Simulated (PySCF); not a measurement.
C2H7ClOSi, SMILES O[C@H](C)[SiH2]Cl.

Coordinates come from a PBE-D3(BJ)/def2-SVP optimisation. The structure was generated by enumeration; whether it is a known compound was not checked. The values are those of a single conformer.

Level of theory: PBE-D3(BJ)/def2-SVP in PySCF.

Frequencies are harmonic and unscaled.

```
mode  ν (cm⁻¹)  IR (km/mol)    moving atoms (share of kinetic energy)
----  --------  -----------  ----------------------------------------
1           63          0.0  Si 22 %, Cl 20 %, H 20 %, O 19 %, C 18 %
2          111          1.0  Cl 30 %, O 24 %, Si 18 %, C 16 %, H 12 %
3          215          2.2                            H 74 %, O 10 %
4          247          3.6            C 40 %, H 29 %, Cl 18 %, O 9 %
5          276          4.6            H 60 %, O 16 %, Si 14 %, C 9 %
6          338        107.0                                    H 85 %
7          411         39.3                    C 33 %, H 32 %, O 27 %
8          522         43.4          Si 34 %, H 30 %, Cl 19 %, C 11 %
9          559         28.2                  Si 40 %, H 29 %, Cl 22 %
10         645         12.3                   H 61 %, C 21 %, Si 16 %
11         710          5.4                            H 76 %, C 18 %
12         824        191.1                           H 81 %, Si 10 %
13         883         29.3                    H 50 %, C 30 %, O 18 %
14         909         75.2                                    H 95 %
15         958         49.3                            H 76 %, C 18 %
16        1054         16.4                            H 51 %, C 47 %
17        1067         84.1                    C 51 %, O 25 %, H 23 %
18        1184          8.0                            H 62 %, C 37 %
19        1243         10.4                            H 74 %, C 25 %
20        1328          2.8                            H 80 %, C 19 %
21        1355         40.5                            H 84 %, C 11 %
22        1406         10.3                                    H 95 %
23        1422          5.2                                    H 96 %
24        2147         84.7                                    H 98 %
25        2161        121.7                                    H 96 %
26        2955         17.0                                    H 97 %
27        2987          7.1                                    H 92 %
28        3040         17.0                             H 91 %, C 9 %
29        3061         10.2                             H 91 %, C 9 %
30        3676         18.5                                    H 94 %
```
